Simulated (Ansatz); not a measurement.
Ansatz (a quantum-chemistry and plane-wave program) input (CCSD(T)/aug-cc-pV(D+d)Z):
A basis named .json is the Basis Set Exchange file of that set.

Ansatz 0.2 input:
```yaml
crystal:
  periodic: [false, false, false]
  atoms:
    - {symbol: Si, position_ang: [-0.00017859, -0.00176923, 0.00259676]}
    - {symbol: F, position_ang: [-0.41457431, -0.78090391, 1.34927694]}
    - {symbol: N, position_ang: [1.56556629, -0.24238545, -0.60616918]}
    - {symbol: N, position_ang: [-0.06314190, 1.63564781, 0.48785915]}
    - {symbol: N, position_ang: [-1.05812403, -0.67785810, -1.15681422]}
    - {symbol: H, position_ang: [2.36347928, 0.20689203, -0.18870565]}
    - {symbol: H, position_ang: [1.80921980, -1.08185731, -1.10487868]}
    - {symbol: H, position_ang: [-0.70889264, 1.93491060, 1.20015500]}
    - {symbol: H, position_ang: [0.16235993, 2.38050024, -0.15045162]}
    - {symbol: H, position_ang: [-1.03009065, -0.39215403, -2.12153395]}
    - {symbol: H, position_ang: [-1.97250920, -1.00321691, -0.88856239]}
basis:
  gaussian:
    orbitals: aug-cc-pV_D+d_Z.json
magnetization: {spin_polarized: false}
correlation: {method: ccsd_t, electrons: outside_noble_gas}
output: {forces: true}
```

Output:

```
Functional definition: HF
integrals: 0.71 GiB planned
1745 factors; integrals over basis functions are off by at most 7.2e-4 eV
mean field: 1.01 GiB planned
mean field evaluation 1: about -15108.0964 eV, gradient 5.7e1 eV
mean field evaluation 2: about -15108.1693 eV, gradient 5.7e1 eV
mean field evaluation 4: about -15114.4094 eV, gradient 3.2e0 eV
mean field evaluation 8: about -15114.4485 eV, gradient 1.4e-1 eV
mean field evaluation 16: about -15112.7698 eV, gradient 2.8e1 eV
mean field -15114.44859879 eV, -555.4457410644 hartree, gradient 1.0e-6 eV, S^2 0.000000; 0 other end points of the search recorded, 0 dependent functions left out
9 core orbitals not correlated
reference -15114.44859879 eV, -555.4457410644 hartree; 16, 16 occupied and 153, 153 virtual orbitals, 1745 factors
densities: 4.21 GiB planned
second order -23.16635619 eV of doubles, -0.00000000 eV of singles
coupled cluster: 2.23 GiB planned
cycle   1  -23.51394798 eV  change   -3.5e-1 eV  update   1.0e-1
cycle   2  -23.98583370 eV  change   -4.7e-1 eV  update   2.8e-2
cycle   3  -24.10976235 eV  change   -1.2e-1 eV  update   1.4e-2
cycle   4  -24.10577268 eV  change    4.0e-3 eV  update   3.1e-3
cycle   5  -24.10334477 eV  change    2.4e-3 eV  update   1.2e-3
cycle   6  -24.10380174 eV  change   -4.6e-4 eV  update   3.9e-4
cycle   7  -24.10375343 eV  change    4.8e-5 eV  update   1.3e-4
cycle   8  -24.10365904 eV  change    9.4e-5 eV  update   4.6e-5
cycle   9  -24.10364616 eV  change    1.3e-5 eV  update   1.8e-5
cycle  10  -24.10365197 eV  change   -5.8e-6 eV  update   6.5e-6
perturbative correction -0.70406547 eV, -0.0258739289 hartree
the calculation of the forces begins
Total energy: -15139.25631623 eV, -556.3574078650 hartree
Atom 0 at    -0.000179    -0.001769     0.002597 Å, force     0.030059     0.232275    -0.344919 eV/Å
Atom 1 at    -0.414574    -0.780904     1.349277 Å, force    -0.259503    -0.356250     0.658117 eV/Å
Atom 2 at     1.565566    -0.242385    -0.606169 Å, force     0.057148     0.112917    -0.193409 eV/Å
Atom 3 at    -0.063142     1.635648     0.487859 Å, force     0.227826     0.037927     0.196025 eV/Å
Atom 4 at    -1.058124    -0.677858    -1.156814 Å, force     0.087755    -0.287762    -0.035508 eV/Å
Atom 5 at     2.363479     0.206892    -0.188706 Å, force     0.301316     0.168905     0.164331 eV/Å
Atom 6 at     1.809220    -1.081857    -1.104879 Å, force     0.089978    -0.322494    -0.185005 eV/Å
Atom 7 at    -0.708893     1.934911     1.200155 Å, force    -0.258076     0.112275     0.259415 eV/Å
Atom 8 at     0.162360     2.380500    -0.150452 Å, force     0.071852     0.283458    -0.255234 eV/Å
Atom 9 at    -1.030091    -0.392154    -2.121534 Å, force     0.004217     0.126196    -0.367032 eV/Å
Atom 10 at    -1.972509    -1.003217    -0.888562 Å, force    -0.352572    -0.107445     0.103216 eV/Å
Dipole moment:    -0.008032     0.263283    -0.365491 e Å
```
